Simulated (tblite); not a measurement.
A geometry optimisation, step by step.

C5H7Cl2F.
Atom-mapped SMILES: `[CH2:1]=[C:2]([CH3:3])[CH2:4][C:5]([F:6])([Cl:7])[Cl:8]` (hydrogens: H9, H10 on C1; H11, H12, H13 on C3; H14, H15 on C4)

Computed with GFN2-xTB (tblite), gas phase: L-BFGS steps from a force-field or distance-geometry start until the largest atomic force falls under 0.01 eV/Å. 13 of its 84 geometries are shown.

Step 0: E = -763.8736 eV, largest atomic force 1.696 eV/Å
```
atom  x, y, z in Å  |  force x, y, z in eV/Å
C1     -1.167    1.488    0.113   -0.567  -0.027  -0.284
C2     -0.664    0.255    0.111   -0.089   0.887   0.195
C3     -1.415   -0.896   -0.466   -1.609   0.409  -0.346
C4      0.688    0.092    0.729   -0.010   0.117   1.446
C5      1.738   -0.447   -0.174    1.135  -0.314  -0.507
F6      1.484   -1.682   -0.722    0.178   0.995   0.387
Cl7     2.190    0.708   -1.481   -0.405  -0.363  -0.010
Cl8     3.227   -0.580    0.834    0.139  -0.359  -0.106
H9     -2.160    1.676   -0.325    0.718   0.053   0.364
H10    -0.626    2.328    0.547   -0.366  -0.300  -0.255
H11    -0.806   -1.714   -0.829   -0.045  -0.022   0.314
H12    -2.237   -1.240    0.231    1.161   0.078  -0.496
H13    -1.982   -0.476   -1.330    0.380  -0.472   0.370
H14     0.666   -0.594    1.617   -0.229   0.339  -0.594
H15     1.060    1.089    1.122   -0.392  -1.021  -0.478
```

Step 7: E = -764.1285 eV, largest atomic force 0.214 eV/Å
```
atom  x, y, z in Å  |  force x, y, z in eV/Å
C1     -1.183    1.503    0.105   -0.068   0.194  -0.059
C2     -0.665    0.285    0.101   -0.010   0.115  -0.037
C3     -1.438   -0.861   -0.484   -0.042  -0.056   0.016
C4      0.685    0.074    0.751   -0.024   0.080   0.127
C5      1.791   -0.429   -0.152    0.097  -0.123  -0.116
F6      1.513   -1.629   -0.700    0.028  -0.077   0.042
Cl7     2.130    0.684   -1.505   -0.058  -0.007   0.118
Cl8     3.293   -0.644    0.823   -0.097   0.040  -0.156
H9     -2.156    1.705   -0.319    0.143  -0.019   0.053
H10    -0.662    2.347    0.530   -0.082  -0.046  -0.050
H11    -0.807   -1.691   -0.778    0.116   0.011  -0.051
H12    -2.158   -1.250    0.242    0.079   0.114  -0.036
H13    -1.992   -0.508   -1.357    0.054  -0.136   0.154
H14     0.614   -0.619    1.599   -0.092  -0.005  -0.145
H15     1.032    1.042    1.123   -0.041  -0.084   0.139
```

Step 14: E = -764.1660 eV, largest atomic force 0.172 eV/Å
```
atom  x, y, z in Å  |  force x, y, z in eV/Å
C1     -1.182    1.536    0.082   -0.052   0.101   0.008
C2     -0.654    0.322    0.079   -0.034   0.053  -0.060
C3     -1.403   -0.851   -0.476   -0.136  -0.073  -0.039
C4      0.674    0.068    0.751   -0.037   0.007   0.168
C5      1.784   -0.441   -0.151    0.044  -0.029  -0.082
F6      1.520   -1.656   -0.682   -0.077   0.054  -0.017
Cl7     2.079    0.686   -1.493   -0.023   0.009  -0.075
Cl8     3.309   -0.647    0.768   -0.021   0.085   0.060
H9     -2.158    1.728   -0.333    0.091  -0.035  -0.037
H10    -0.684    2.386    0.518    0.036  -0.029  -0.037
H11    -0.751   -1.666   -0.766    0.068  -0.024   0.020
H12    -2.102   -1.225    0.272    0.053  -0.048   0.061
H13    -1.993   -0.564   -1.342    0.028   0.079  -0.011
H14     0.537   -0.666    1.548   -0.005  -0.122   0.032
H15     1.021    0.998    1.202    0.064  -0.028   0.010
```

Step 21: E = -764.1833 eV, largest atomic force 0.135 eV/Å
```
atom  x, y, z in Å  |  force x, y, z in eV/Å
C1     -1.169    1.555    0.064    0.052  -0.067  -0.022
C2     -0.657    0.335    0.085    0.049  -0.021   0.032
C3     -1.394   -0.850   -0.467    0.047   0.036   0.038
C4      0.658    0.053    0.775    0.026  -0.070  -0.050
C5      1.766   -0.431   -0.154   -0.127   0.031  -0.034
F6      1.504   -1.646   -0.689    0.021  -0.028   0.069
Cl7     2.027    0.680   -1.515   -0.020   0.098  -0.032
Cl8     3.286   -0.599    0.761    0.119  -0.002   0.042
H9     -2.129    1.742   -0.382   -0.032   0.047  -0.059
H10    -0.667    2.403    0.494    0.042   0.024  -0.002
H11    -0.719   -1.648   -0.758   -0.041   0.028  -0.033
H12    -2.059   -1.245    0.302   -0.041  -0.023  -0.017
H13    -1.992   -0.561   -1.327   -0.036  -0.012   0.037
H14     0.508   -0.734    1.520    0.028   0.033   0.030
H15     1.032    0.954    1.268   -0.087  -0.074   0.003
```

Step 28: E = -764.1996 eV, largest atomic force 0.202 eV/Å
```
atom  x, y, z in Å  |  force x, y, z in eV/Å
C1     -1.129    1.566    0.026    0.068  -0.128   0.001
C2     -0.664    0.328    0.106    0.053  -0.054   0.025
C3     -1.404   -0.853   -0.446    0.030   0.046  -0.032
C4      0.642    0.017    0.801    0.023   0.010  -0.004
C5      1.755   -0.410   -0.157   -0.133   0.016   0.151
F6      1.524   -1.641   -0.666    0.043   0.046  -0.054
Cl7     1.937    0.715   -1.528    0.009  -0.072   0.125
Cl8     3.299   -0.531    0.742    0.024   0.074  -0.083
H9     -2.061    1.778   -0.467   -0.035   0.004  -0.013
H10    -0.615    2.411    0.449    0.064  -0.015  -0.007
H11    -0.717   -1.622   -0.787   -0.078   0.002  -0.008
H12    -2.046   -1.289    0.319    0.039   0.009   0.034
H13    -2.029   -0.547   -1.276   -0.097  -0.007  -0.063
H14     0.515   -0.804    1.514   -0.060  -0.002  -0.063
H15     0.989    0.891    1.348    0.051   0.072  -0.009
```

Step 35: E = -764.2176 eV, largest atomic force 0.120 eV/Å
```
atom  x, y, z in Å  |  force x, y, z in eV/Å
C1     -1.071    1.558   -0.018    0.013   0.001   0.004
C2     -0.663    0.307    0.117   -0.001  -0.021  -0.043
C3     -1.429   -0.854   -0.438    0.000  -0.039  -0.009
C4      0.624   -0.018    0.841    0.015  -0.009  -0.065
C5      1.738   -0.387   -0.132    0.102   0.002   0.063
F6      1.555   -1.622   -0.650    0.009   0.014   0.001
Cl7     1.845    0.750   -1.492   -0.001   0.027  -0.028
Cl8     3.329   -0.420    0.700   -0.103  -0.006  -0.001
H9     -1.975    1.800   -0.548   -0.015  -0.001   0.010
H10    -0.524    2.388    0.393    0.024   0.019   0.006
H11    -0.760   -1.607   -0.842    0.011  -0.023  -0.029
H12    -2.020   -1.326    0.345    0.004  -0.004   0.061
H13    -2.105   -0.532   -1.224   -0.024   0.034   0.014
H14     0.494   -0.873    1.509   -0.032   0.029   0.006
H15     0.956    0.846    1.418   -0.001  -0.025   0.010
```

Step 42: E = -764.2214 eV, largest atomic force 0.069 eV/Å
```
atom  x, y, z in Å  |  force x, y, z in eV/Å
C1     -1.056    1.554   -0.030   -0.024   0.050  -0.006
C2     -0.658    0.301    0.105   -0.047   0.022   0.019
C3     -1.434   -0.860   -0.436   -0.005   0.004   0.003
C4      0.620   -0.025    0.838   -0.011  -0.004  -0.009
C5      1.741   -0.380   -0.127    0.066  -0.018  -0.008
F6      1.572   -1.614   -0.651   -0.014  -0.015  -0.020
Cl7     1.833    0.763   -1.490    0.034   0.002   0.009
Cl8     3.320   -0.400    0.710    0.012   0.008   0.025
H9     -1.960    1.806   -0.555   -0.017  -0.005  -0.014
H10    -0.499    2.381    0.377    0.017   0.001  -0.001
H11    -0.775   -1.610   -0.865   -0.009   0.008  -0.017
H12    -1.999   -1.333    0.367    0.011  -0.008   0.001
H13    -2.132   -0.525   -1.198   -0.022  -0.026   0.024
H14     0.476   -0.880    1.502    0.011  -0.058   0.002
H15     0.946    0.828    1.432   -0.001   0.039  -0.009
```

Step 48: E = -764.2264 eV, largest atomic force 0.069 eV/Å
```
atom  x, y, z in Å  |  force x, y, z in eV/Å
C1     -1.048    1.559   -0.051    0.006  -0.007   0.020
C2     -0.665    0.300    0.089    0.010  -0.002  -0.020
C3     -1.452   -0.862   -0.427   -0.030  -0.014   0.011
C4      0.613   -0.037    0.822   -0.014   0.028   0.025
C5      1.757   -0.376   -0.124   -0.033   0.030  -0.031
F6      1.607   -1.607   -0.664   -0.004   0.027   0.018
Cl7     1.869    0.782   -1.472    0.034  -0.002   0.001
Cl8     3.311   -0.381    0.758    0.025  -0.033  -0.004
H9     -1.957    1.827   -0.563    0.059  -0.035   0.005
H10    -0.465    2.372    0.349   -0.035   0.018  -0.026
H11    -0.808   -1.595   -0.905    0.004   0.033  -0.012
H12    -1.954   -1.354    0.406   -0.021  -0.039  -0.009
H13    -2.203   -0.532   -1.139   -0.010  -0.016   0.020
H14     0.471   -0.905    1.473   -0.019   0.034  -0.016
H15     0.922    0.817    1.426    0.030  -0.023   0.018
```

Step 55: E = -764.2296 eV, largest atomic force 0.060 eV/Å
```
atom  x, y, z in Å  |  force x, y, z in eV/Å
C1     -1.034    1.559   -0.068   -0.018  -0.001  -0.010
C2     -0.672    0.296    0.088    0.059   0.009  -0.002
C3     -1.471   -0.865   -0.414    0.018   0.015   0.019
C4      0.607   -0.041    0.819    0.016  -0.006   0.035
C5      1.762   -0.362   -0.122   -0.034  -0.013   0.029
F6      1.622   -1.591   -0.669   -0.013   0.018  -0.013
Cl7     1.896    0.801   -1.462   -0.005   0.007   0.017
Cl8     3.308   -0.372    0.779   -0.001  -0.028  -0.014
H9     -1.936    1.829   -0.586   -0.040  -0.001  -0.028
H10    -0.445    2.373    0.316    0.001   0.000  -0.009
H11    -0.833   -1.571   -0.940   -0.003   0.001  -0.022
H12    -1.926   -1.391    0.425    0.011  -0.009   0.004
H13    -2.261   -0.535   -1.083    0.016   0.009   0.015
H14     0.463   -0.921    1.453    0.013   0.022  -0.003
H15     0.914    0.800    1.443   -0.019  -0.022  -0.018
```

Step 62: E = -764.2347 eV, largest atomic force 0.069 eV/Å
```
atom  x, y, z in Å  |  force x, y, z in eV/Å
C1     -1.046    1.555   -0.097    0.043  -0.035   0.010
C2     -0.665    0.300    0.082   -0.012  -0.022   0.049
C3     -1.469   -0.866   -0.400    0.002   0.008  -0.021
C4      0.611   -0.031    0.823    0.028  -0.011  -0.004
C5      1.768   -0.358   -0.112    0.005  -0.018   0.001
F6      1.595   -1.564   -0.700   -0.021  -0.023  -0.002
Cl7     1.956    0.834   -1.415   -0.028   0.062  -0.010
Cl8     3.312   -0.447    0.794   -0.052  -0.017   0.017
H9     -1.958    1.799   -0.614    0.026   0.003  -0.004
H10    -0.462    2.383    0.264    0.001   0.031   0.000
H11    -0.857   -1.539   -0.999    0.000   0.009   0.010
H12    -1.861   -1.435    0.444    0.044   0.021  -0.006
H13    -2.303   -0.518   -1.000   -0.037  -0.046  -0.026
H14     0.462   -0.910    1.455   -0.004  -0.006   0.008
H15     0.913    0.805    1.452    0.007   0.042  -0.021
```

Step 69: E = -764.2389 eV, largest atomic force 0.059 eV/Å
```
atom  x, y, z in Å  |  force x, y, z in eV/Å
C1     -1.038    1.552   -0.120    0.004  -0.017  -0.008
C2     -0.661    0.300    0.084   -0.055  -0.019   0.011
C3     -1.468   -0.867   -0.390    0.011  -0.024  -0.008
C4      0.611   -0.027    0.831   -0.005   0.001  -0.048
C5      1.763   -0.357   -0.107    0.010   0.011   0.007
F6      1.565   -1.538   -0.733   -0.016   0.006  -0.030
Cl7     1.982    0.883   -1.366    0.005  -0.011   0.013
Cl8     3.288   -0.515    0.814    0.015   0.000  -0.004
H9     -1.948    1.773   -0.647   -0.012   0.047  -0.024
H10    -0.465    2.397    0.219    0.031  -0.007   0.027
H11    -0.880   -1.503   -1.049    0.024   0.002   0.009
H12    -1.786   -1.474    0.458    0.002  -0.012   0.010
H13    -2.349   -0.531   -0.928    0.001  -0.007   0.008
H14     0.467   -0.904    1.466   -0.021   0.020   0.026
H15     0.915    0.819    1.447    0.007   0.009   0.009
```

Step 76: E = -764.2417 eV, largest atomic force 0.029 eV/Å
```
atom  x, y, z in Å  |  force x, y, z in eV/Å
C1     -1.037    1.551   -0.137    0.000   0.003   0.014
C2     -0.669    0.300    0.084    0.000  -0.007  -0.012
C3     -1.466   -0.877   -0.381    0.018   0.000  -0.004
C4      0.606   -0.019    0.832   -0.003  -0.001  -0.017
C5      1.756   -0.357   -0.106    0.001   0.021  -0.001
F6      1.541   -1.515   -0.768   -0.008   0.007   0.019
Cl7     2.004    0.912   -1.329    0.015  -0.001   0.000
Cl8     3.274   -0.565    0.820   -0.019  -0.007  -0.019
H9     -1.940    1.784   -0.673    0.000   0.005   0.002
H10    -0.456    2.389    0.206    0.016   0.006  -0.001
H11    -0.881   -1.483   -1.072   -0.009  -0.013   0.004
H12    -1.737   -1.507    0.465   -0.001  -0.017   0.011
H13    -2.374   -0.555   -0.882    0.002   0.002  -0.008
H14     0.458   -0.882    1.484    0.001  -0.024   0.007
H15     0.917    0.832    1.436   -0.013   0.025   0.006
```

Step 83: E = -764.2421 eV, largest atomic force 0.009 eV/Å
```
atom  x, y, z in Å  |  force x, y, z in eV/Å
C1     -1.038    1.551   -0.135   -0.002  -0.001   0.000
C2     -0.670    0.299    0.083    0.003   0.003  -0.008
C3     -1.464   -0.881   -0.382    0.000   0.001  -0.001
C4      0.605   -0.015    0.831    0.000   0.003   0.000
C5      1.754   -0.354   -0.107    0.005  -0.006   0.004
F6      1.532   -1.511   -0.769   -0.005   0.006  -0.005
Cl7     2.014    0.914   -1.327   -0.001   0.001  -0.002
Cl8     3.270   -0.577    0.818   -0.001   0.000   0.002
H9     -1.942    1.788   -0.669    0.005  -0.002   0.003
H10    -0.454    2.388    0.208   -0.002  -0.008  -0.004
H11    -0.879   -1.488   -1.071   -0.001   0.004   0.004
H12    -1.734   -1.510    0.466   -0.005   0.003   0.000
H13    -2.371   -0.560   -0.884   -0.002  -0.004  -0.001
H14     0.459   -0.877    1.486    0.007  -0.001   0.000
H15     0.913    0.841    1.431   -0.001   0.001   0.008
```

**Question.** Summarise the path.

**Answer.** The energy falls by 0.3685 eV from step 0 to step 83; nine tenths of that is first reached at step 30. It falls at every step. The largest force goes from 1.696 to 0.009 eV/Å. Among the bonds C4–H15 changes most, from 1.134 to 1.090 Å; the atoms move by 0.343 Å rms after alignment.

What follows is the cost of the whole relaxation. The run took 0.52 s wall on one thread, Arm Neoverse V2 (aarch64), shared host.
